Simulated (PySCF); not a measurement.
# What a mistake does to a calculation on GeH6NOSi

Calculated results; nothing here was measured. The program is PySCF 2.14.0, an open-source quantum chemistry code, run on an isolated molecule that a program drew, which may never have been made. The molecule is GeH6NOSi (charge 0, doublet), drawn as the SMILES string `O[SiH2][NH][GeH2]`.

Each row is a Hartree-Fock (HF) and frozen-core CCSD(T) single point in the cc-pV(D+d)Z basis, meant for a local HF minimum. Run 1 is clean. Each other run has one planted mistake out of seven kinds, and not every kind appears here: one electron removed, one electron added, multiplicity raised by two, geometry at a saddle point, minimal basis STO-3G, one bond length entered in bohr, all coordinates scaled. The reference is restricted for singlets and unrestricted otherwise, and also for a bond in bohr. Adding or removing an electron swaps singlet and doublet. Electrons count all cores. HOMO and LUMO are orbital energies over both spins, the gradient is its largest component, and the lowest frequency (negative if imaginary) is given only where the gradient is small. Bond lengths are over the 9 bonds as drawn. T1 is the CCSD diagnostic: over 0.02 (restricted) or 0.045 (unrestricted) a single reference is doubtful. Germanium has the cc-pVDZ-PP basis, with a core potential (ECP10MDF) in place of its 10 inner electrons, and its 3s, 3p and 3d shells are frozen in CCSD(T).

Geometry of the clean run:
```xyz
10
GeH6NOSi, angstrom
O    -0.5041    2.9043   -0.5639
Si   -1.2087    1.7904   -1.5613
N    -0.1180    0.5170   -1.9031
Ge    0.1402   -1.0715   -0.9908
H    -0.9362    3.7349   -0.4337
H    -2.3979    1.2040   -0.9096
H    -1.6080    2.4741   -2.8130
H     0.6516    0.7579   -2.5053
H     0.7110   -2.0968   -1.9896
H    -1.2278   -1.5209   -0.4537
```

| run | electrons | basis functions | <S^2> | HOMO (eV) | LUMO (eV) | gradient (hartree/bohr) | lowest frequency (cm^-1) | mean bond (Å) | longest bond (Å) | T1 | HF (hartree) | CCSD(T) (hartree) | mistake |
|---|---|---|---|---|---|---|---|---|---|---|---|---|---|
| 1 | 67 | 104 | 0.755 | -8.42 | 1.39 | 1.0e-05 | 30 | 1.4669 | 1.850 | 0.0145 | -715.17297 | -715.77150 | no fault |
| 2 | 67 | 104 | 3.763 | -3.32 | -0.56 | 1.3e-01 | - | 1.4669 | 1.850 | 0.0398 | -714.89682 | -715.47346 | multiplicity raised by two |
| 3 | 66 | 104 | 0.000 | -16.12 | -6.66 | 7.0e-02 | - | 1.4669 | 1.850 | 0.0237 | -714.89504 | -715.49986 | one electron removed |
| 4 | 67 | 104 | 1.730 | -7.94 | 1.03 | 1.6e-02 | - | 1.6133 | 2.799 | 0.0255 | -715.03149 | -715.61070 | ? |

**Which mistake was planted in run 4, and what did it cost?**

The mean bond changes by a factor of 1.100 and the longest by 1.513, so the molecule wasn't scaled as a whole. A length L in bohr read as angstrom grows by (1/0.5292 - 1) L = 0.890 L. The 9 bonds together grew by 9 x 0.1464 = 1.318 Å, which gives L = 1.481 Å. That is the length of one of the H-Si bonds, 1.481 Å in the clean geometry. So the mistake is: one bond length entered in bohr. Subtracting run 1 and multiplying by 627.51 kcal/mol a hartree, the energy moved by 88.8 kcal/mol in HF and 100.9 kcal/mol in CCSD(T).

Cautions from the logs. Run 3: T1 is over the limit, so its CCSD(T) energy is less reliable.
